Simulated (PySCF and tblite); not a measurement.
Values are calculated unless marked as measured or tabulated.
C5H6O2, numbered as in [CH3:1][O:2][c:3]1[cH:4][cH:5][o:6][cH:7]1.

Level: B3LYP-D3(BJ)/def2-TZVP (IEF-PCM, chloroform)//PBE0-D3(BJ)/def2-SVP, thermal terms from GFN2-xTB, symmetry numbers and mirror pairs counted. Conformers within 3 kcal/mol (GFN2-xTB free energy) were kept, 8 at most. GIAO shieldings: PBE0/pcSseg-1 (IEF-PCM, chloroform). Shifts are against TMS (¹H), TMS (¹³C) at the same level. Run with PySCF (density fitting) and tblite.

Torsions listed: C1–O2–C3–C4.

| conformer | shape | symmetry | E(GFN2) kcal/mol | E(DFT) kcal/mol |
| --- | --- | --- | --- | --- |
| 1 | -179° | Cs | 0.00 | 0.00 |
| 2 | -1° | Cs | 0.86 | 1.47 |

(1) How much do the weights at 298.15 K and the averaged shift of C4 depend on how the conformers are weighted?

Answers

(1) 
| weighting | 1 (%) | 2 (%) | δ (ppm) | rms dipole (D) |
| --- | --- | --- | --- | --- |
| DFT energy with thermal terms, symmetry and mirror images (full scheme) | 92 | 8 | 109.1 | 1.28 |
| DFT energy with symmetry and mirror images | 92 | 8 | 109.2 | 1.27 |
| bare DFT energy | 92 | 8 | 109.2 | 1.27 |
| GFN2-xTB energy with symmetry and mirror images | 81 | 19 | 108.6 | 1.43 |
| GFN2-xTB free energy | 80 | 20 | 108.6 | 1.45 |
| leading conformer alone | 100 | 0 | 109.5 | 1.14 |
| equal weights | 50 | 50 | 107.1 | 1.81 |
| full scheme, search stopped after three starts | 0 | 100 | 104.7 | 2.29 |

The largest departure from the full scheme, 4.4 ppm, comes with: full scheme, search stopped after three starts.
